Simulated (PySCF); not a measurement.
SMILES N[SeH] (H3NSe), singlet, CAM-B3LYP/def2-SVP optimised geometry. Atoms within 1.6 Å of the plane z = 0.0 Å (x, y, z in Å): Se1 (-0.97, -0.73, 0.00), H2 (-1.26, 0.73, 0.00), N3 (0.87, -0.73, 0.00), H4 (1.26, -0.30, 0.83), H5 (1.26, -0.30, -0.83).

Method: PySCF with CAM-B3LYP/def2-TZVP. Cells within 0.4 Å of a nucleus heavier than hydrogen are left out (blank, or x).

Map of the log10 of the electron density (e/bohr³), floored at −4 on the plane z = 0.0 Å:

```
|000000000000000000000000000|
|000000000000000000000000000|
|000000000000000000000000000|
|000000000000000000000000000|
|000000011110000000000000000|
|000001122221100000000000000|
|000012233332210000000000000|
|000123344443221110000000000|
|000123455554322221111000000|
|001234566665433333221100000|
|001234567765444444332210000|
|001234677776554555443221000|
|001245667776655666554321000|
|002345667777666777665431000|
|012345678997777788765432100|
|012345679xx9777xxx875432100|
|01234567xxx9777xxx875432100|
|012345679xx87778x8765432100|
|012345677877666777765432100|
|012344566766656666654321000|
|001234555655555555544321000|
|001223445544444444433210000|
|000122333433333333332110000|
|000012222322222222221100000|
|000001111111111111110000000|
|000000000000000000000000000|
|000000000000000000000000000|
```
Scale: ten equal steps from -4.00 (start of '0') to 0.290 (end of '9'), in the order '0123456789'; x runs from -3.50 to 3.50, y from -3.50 (bottom) to 3.50 (top).
